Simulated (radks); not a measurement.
Results of a calculation; reference values are marked as such.
Q: The mean radii <r> (bohr) of the occupied orbitals of an atom or ion are listed with their occupations. Code: a radial shooting solver on a logarithmic mesh with Libxc functionals. Model: Dirac Kohn-Sham, PBE, spin-unpolarised, spherical densities, point nucleus.

| orbital | occ. | <r> |
|---|---|---|
| 1s1/2 | 2 | 0.05846 |
| 2s1/2 | 2 | 0.2667 |
| 2p1/2 | 2 | 0.2334 |
| 2p3/2 | 4 | 0.2365 |
| 3s1/2 | 2 | 0.7949 |
| 3p1/2 | 2 | 0.8238 |
| 3p3/2 | 4 | 0.8319 |
| 3d3/2 | 1.6 | 0.9194 |
| 3d5/2 | 2.4 | 0.9222 |

Name the element and its charge. Open shells, if any, are shared by 2j + 1.

A: Z = 26, iron, charge +4: Fe4+ in [Ar] 3d4. The 1s radius gives Z: for a bare nucleus <r> = (2 gamma + 1)/(2Z) with gamma = sqrt(1 - (Z/c)^2), 0.05699 bohr for Z = 26, and screening makes it slightly larger (0.05846 here). The occupations add up to 22, and the charge is Z minus that.
